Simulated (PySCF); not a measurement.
## Deuteron quadrupole couplings in `CCC[Si](O)(O)C1CC1`

C6H14O2Si.
Structure used (GFN2-xTB), in Å, numbered top down from 1:
```xyz
23
C6H14O2Si angstrom
C      3.567    0.410    0.616
C      2.352   -0.409    0.200
C      1.042    0.296    0.546
Si    -0.490   -0.713    0.048
O     -0.492   -1.128   -1.539
O     -0.394   -2.123    0.851
C     -2.079    0.219    0.468
C     -3.295    0.088   -0.409
C     -2.542    1.376   -0.375
H      4.488   -0.110    0.362
H      3.557    0.587    1.690
H      3.568    1.375    0.113
H      2.373   -1.377    0.701
H      2.392   -0.597   -0.875
H      1.022    0.484    1.619
H      1.026    1.275    0.064
H     -0.510   -0.453   -2.210
H     -0.858   -2.887    0.518
H     -2.294    0.319    1.524
H     -3.220   -0.526   -1.295
H     -4.266    0.049    0.060
H     -1.957    1.651   -1.241
H     -2.995    2.223    0.119
```

Level: PBE0/pcSseg-1 (PySCF, non-relativistic); Q(2H) = 0.00286 b; rigid geometry, the same for H and D, with no vibrational averaging.

Question: Rank these positions by the coupling χzz of a deuteron there, largest first.
A. H13 (methylene hydrogen)
B. H18 (hydroxyl hydrogen)
C. H15 (methylene hydrogen)
D. H19 (methine hydrogen)
E. H17 (hydroxyl hydrogen)

Answer: E (349 kHz), B (343 kHz), D (221 kHz), C (212 kHz), A (205 kHz).

Give the electric field gradient Vzz (the principal value of largest size), its asymmetry and the 2H coupling at each hydrogen.

```
atom  bonded to  bond length (Å)  Vzz (au)     η  χzz (kHz)
 H10         C1            1.088    0.3164  0.01        213
 H11         C1            1.088    0.3150  0.02        212
 H12         C1            1.088    0.3148  0.02        212
 H13         C2            1.090    0.3044  0.02        205
 H14         C2            1.092    0.3042  0.03        204
 H15         C3            1.090    0.3161  0.03        212
 H16         C3            1.092    0.3129  0.02        210
 H17         O5            0.952    0.5197  0.06        349
 H18         O6            0.954    0.5111  0.06        343
 H19         C7            1.083    0.3287  0.06        221
 H20         C8            1.080    0.3294  0.07        221
 H21         C8            1.080    0.3318  0.07        223
 H22         C9            1.081    0.3330  0.08        224
 H23         C9            1.080    0.3313  0.08        223
```

Average by the element that carries the hydrogen.

on C: 215 kHz over 12 positions, mean bond length 1.086 Å; on O: 346 kHz over 2 positions, mean bond length 0.953 Å.

How does χzz go with the bond length over the 12 C–H bonds?

A straight-line fit has a slope of -13.7 kHz for each 0.01 Å, with a correlation coefficient of -0.95, over lengths from 1.080 to 1.092 Å. The longer bonds have the smaller couplings here.

One conformer (not necessarily the lowest) at the GFN2-xTB geometry, without solvent, vibrations or thermal averaging. GFN2-xTB bond lengths can be off by several hundredths of an ångström, more for odd bonds, and the gradients follow them. With a basis this small, the couplings can be 20 % off.
